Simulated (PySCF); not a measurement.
Compound: C2HAlF2.
SMILES with atom numbers: `[CH:1]#[C:2][Al:3]([F:4])[F:5]` (hydrogens: H6 on C1)

Level of theory: CAM-B3LYP/6-31+G* geometry optimisation, gas phase in PySCF 2.14.0.

(1) List the bond lengths and angles at this level.

## Answers

(1) 
```
          bond  length (pm)   order
         C1≡C2        121.2  triple
        C2–Al3        187.6  single
Al3–F4, Al3–F5        165.4  single
         C1–H6        107.0  single
```

Bonds in one row agree within 1 pm and their mean is given. Orders are formal, as drawn. A selection of angles:
```
    angle  degrees
 C2–C1–H6    180.0
C1–C2–Al3    179.9
C2–Al3–F4    121.2
F4–Al3–F5    117.5
```

The 5 heavy atoms lie in one plane (0.001 Å rms). Al3 (aluminium bonded to C and 2 F) is planar (angles 121.2°, 121.2° and 117.5°, sum 360.0°, 0.00 Å off the plane of its three neighbours).

Point group: C2v (every atom within 0.08 Å of its image). No CAM-B3LYP/6-31+G* frequencies stand behind this structure, so it isn't proved a minimum.
